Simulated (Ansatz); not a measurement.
Ideal-gas functions of F3HSZr, SMILES `[F][Zr]([F])([F])[SH]` at 600 K and 1 bar, from an Ansatz frequency run at PBE0-D4/def2-TZVP.

Molar mass 181.29 g/mol, point group Cs (symmetry number 1), electronic degeneracy 1, moments of inertia 184.46, 294.831, 302.945 u Å². Harmonic wavenumbers (cm⁻¹, unscaled): 43, 119, 136, 163, 171, 178, 382, 509, 674, 681, 691, 2681.

Use S(trans) = R[1.5 ln M + 2.5 ln T − 1.1517]; rotational temperatures θ = 24.2544 K / I; S(rot) = R[ln(√π/σ · √(T³/θAθBθC)) + 1.5]; for each mode x = 1.438777 ν̃/T, S = R[x/(eˣ − 1) − ln(1 − e⁻ˣ)] and H = RT x/(eˣ − 1); 1 cm⁻¹ = 0.0119627 kJ/mol; R = 8.31446 J/(mol·K).

Question: By hand: the entropy, in J/(mol·K).

Answer: Translation 188.2. Rotation: θ = 0.1315, 0.0823, 0.0801 K, giving 126.3. Vibration, mode by mode: 27.21, 18.77, 17.67, 16.18, 15.78, 15.46, 9.33, 7.15, 5.17, 5.10, 5.01, 0.10, in all 142.9. Electronic 0.0. Sum 457.4 J/(mol·K).

Question: By hand: H − E and G − E in kJ/mol, counted from the electronic energy.

Answer: Zero-point energy ½ × 6428 × 0.0119627 = 38.4; thermal vibration 37.0; translation, rotation and pV give 4 RT = 20.0. H − E = 95.4 kJ/mol, and G − E = 95.4 − 600 × 457.4/1000 = -179.0 kJ/mol.

Vibration gives 31 % of the entropy, 63.6 J/(mol·K) of it from the modes under 150 cm⁻¹: soft modes count most, and the harmonic formula is weakest for them. The sum counts one conformer and one mirror image; others add a mixing term.
